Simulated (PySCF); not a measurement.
Compound: C3H7O3S (doublet state).
Cartesian coordinates in Å at the GFN2-xTB level; atoms count from 1:
```xyz
14
C3H7O3S angstrom
C      1.828    0.761    0.221
C      0.871    0.372    1.251
S     -0.140   -1.034    1.005
O      0.255   -1.699   -0.203
O     -0.224   -1.765    2.226
O     -1.610   -0.388    0.782
C     -1.943    0.009   -0.528
H      1.673    1.795   -0.104
H      1.724    0.088   -0.628
H      2.857    0.715    0.593
H      0.815    0.824    2.221
H     -3.017   -0.129   -0.651
H     -1.403   -0.613   -1.245
H     -1.688    1.062   -0.681
```

The hyperfine couplings belong to this conformer and change with its torsions.

As a line formula: `C[CH]S(=O)(=O)OC` [radical].

Theory: PySCF 2.14.0, UKS B3LYP, pcH-1 on C H O S, non-relativistic, mean-field spin-orbit, GIAO. The structure is a single GFN2-xTB conformer in the gas phase; no vibrational or solvent corrections. Couplings are sensitive to structure, and on GFN2-xTB geometries they can be far from those on DFT ones. Stability of the SCF solution: not tested.

Principal values of hyperfine tensors in MHz (contact, dipolar and spin–orbit terms together), for some of the nuclei:

```json
{"atom": "H8", "isotope": "1H", "A1": "128.43", "A2": "130.76", "A3": "143.29"}
{"atom": "H10", "isotope": "1H", "A1": "126.56", "A2": "128.75", "A3": "141.06"}
{"atom": "C2", "isotope": "13C", "A1": "13.24", "A2": "14.95", "A3": "247.59"}
{"atom": "H11", "isotope": "1H", "A1": "-96.51", "A2": "-61.93", "A3": "-21.86"}
{"atom": "C1", "isotope": "13C", "A1": "-36.13", "A2": "-31.90", "A3": "-30.17"}
{"atom": "S3", "isotope": "33S", "A1": "-19.82", "A2": "-17.46", "A3": "-16.27"}
{"atom": "O5", "isotope": "17O", "A1": "-21.19", "A2": "3.07", "A3": "3.38"}
{"atom": "H9", "isotope": "1H", "A1": "-1.54", "A2": "-1.23", "A3": "11.52"}
```

Q: Give the isotropic coupling of each nucleus in MHz and in mT (g = 2.0023), and the anisotropic part.

A: a_iso = (A1 + A2 + A3)/3, Ti = Ai − a_iso; 1 mT corresponds to 28.025 MHz. The tensors hold a spin–orbit part: the run splits a_iso into a_FC + a_SO, and T includes its anisotropic share.

```tsv
atom	a_iso (MHz)	a_FC	a_SO	a_iso (mT)	T1	T2	T3
H8	134.16	134.16	0.00	4.787	-5.73	-3.40	9.13
H10	132.12	132.12	0.00	4.714	-5.56	-3.37	8.93
C2	91.93	92.13	-0.20	3.280	-78.68	-76.97	155.66
H11	-60.10	-60.09	-0.01	-2.145	-36.41	-1.83	38.24
C1	-32.74	-32.74	0.01	-1.168	-3.40	0.84	2.56
S3	-17.85	-17.90	0.05	-0.637	-1.97	0.39	1.58
O5	-4.91	-4.88	-0.03	-0.175	-16.28	7.98	8.29
H9	2.91	2.92	0.00	0.104	-4.46	-4.15	8.60
```

Q: What spin density at the nucleus of C2 lies behind its contact coupling (g_N = 1.40482)?

A: a_FC = (2μ0/3) gₑ μB g_N μN ρ(0)/(2S·h) = 800.24 MHz × g_N × ρ(0)/(2S), with ρ in bohr⁻³. With a_FC = 92.13 MHz and 2S = 1, ρ(0) = 0.08196 bohr⁻³.

Q: O6 (17O, g_N = -0.75752) isn't in the table. Its spin density at the nucleus is 0.007728 bohr⁻³. What is its contact coupling?

A: By the same relation, a_FC = -4.68 MHz. Its full tensor has the principal values -23.38, 3.92, 5.45 MHz.

Q: Name the largest traceless tensor T of the table and describe it.

A: C2: -78.7, -77.0, 155.7 MHz (the dipolar term alone has -78.4, -77.1, 155.5), axial, in the ratio −1:−1:+2, the form that spin in one p orbital centred on that nucleus gives.

Q: What first-order splitting does C2 cause when the field lies along A1, A2 or A3 of its tensor (g taken as isotropic, no quadrupole term)?

A: 2 lines (I = 1/2), spaced by |A_i|/(g × 13.996): 0.47, 0.53, 8.83 mT along the axes of A1, A2 and A3.

Time: 70 s of wall time (with the writing of density and orbital grids); peak memory 1.0 GiB. Hardware: one thread, Arm Neoverse V1 (aarch64), shared host with 32 logical CPUs at a one-minute load of 21.
